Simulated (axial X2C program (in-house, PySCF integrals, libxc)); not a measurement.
CdB: bond constants with and without spin–orbit coupling

Calculated with an in-house all-electron X2C program for linear molecules (integrals from PySCF). Spin-free means the one-electron spin-free X2C Hamiltonian; two-component (2c) means X2C with spin–orbit coupling and atomic mean-field two-electron Coulomb and Gaunt terms, so the difference of the two also holds small scalar two-electron terms. Basis: Cd dyall-v3z [12s12p8d3f2g], B dyall-v3z [7s6p2d1f] (cores contracted in-house); Gaussian nuclei, density fitting, unrestricted open shells. Masses: Cd 113.903 u, B 11.009 u.

State, spin-free: M_S = 1/2, Λ = 1 (beyond evenly filled blocks: π+α); electrons by block: σα: 12, σβ: 12, π+α: 6, π+β: 5, π-α: 5, π-β: 5, δ+α: 2, δ+β: 2, δ-α: 2, δ-β: 2. Fragments: Cd + B.

State, 2c: Ω = 1/2 (⟨Sz⟩ = -0.50, ⟨Lz⟩ = 1.00 at PBE0); electrons by block: 1/2: 18, -1/2: 17, 3/2: 7, -3/2: 7, 5/2: 2, -5/2: 2. Fragments: Cd + B.

| Hamiltonian | level | Re (Å) | ωe (cm⁻¹) | ωexe (cm⁻¹) | αe (cm⁻¹) | De (eV) | D0 (eV) | k (mdyn/Å) | μ (D) |
| --- | --- | --- | --- | --- | --- | --- | --- | --- | --- |
| spin-free | PBE0 | 2.407 | 278.4 | 4.64 | 0.00529 | 0.389 | 0.371 | 0.459 | -1.95 |
| spin-free | BP86 | 2.365 | 301.9 | 4.24 | 0.00485 | 0.455 | 0.437 | 0.539 | -1.79 |
| spin-free | PW91 | 2.356 | 309.5 | 4.12 | 0.0047 | 0.534 | 0.515 | 0.567 | -1.88 |
| 2c | PBE0 | 2.398 | 282.2 | 4.67 | 0.00528 | 0.400 | 0.383 | 0.471 | -1.94 |
| 2c | BP86 | 2.355 | 306.2 | 4.24 | 0.00483 | 0.472 | 0.453 | 0.555 | -1.77 |
| 2c | PW91 | 2.347 | 313.5 | 4.12 | 0.00468 | 0.550 | 0.531 | 0.581 | -1.86 |

Dipoles are positive if B is the positive end.

The state is one determinant whose occupation by symmetry is held fixed; it was picked as the lowest of a PBE0 search that is not exhaustive. Dissociation energies refer to the lowest single-determinant-based atoms at the same level and basis. Density functionals use the spin component along the axis (collinear). In 2c an atomic determinant is not the ground J level, so De misses part of the atomic spin–orbit lowering. This holds for PBE0, BP86, PW91. Other states lie close and PBE0, whose exact exchange favours high spin, may order them wrongly; the determinant shown need not be the ground state. The nearest other spin-free determinant of the search, M_S = 1/2, Λ = 0, lies 0.47 eV up at the distance of the search. The functionals have no current-density term, which raises determinants with orbital currents, atoms included. The atomic limit has a lower orbital projection than the molecule and lies lower at mean-field level, so De may be about a tenth of an eV too small.

No reliable constants came from HF (2c), HF (spin-free), MP2 (2c), MP2 (spin-free): no minimum in range, unconverged points, a curve that is not smooth, a change of character along it, or the two Hamiltonians disagreeing along it.

Rough cost a point (2c) on 1 thread(s) of a shared host, integrals apart: PBE0 1.1 s, BP86 0.5 s, PW91 0.6 s.

The search began far from the minimum on purpose and may have settled on another determinant than a sound start.
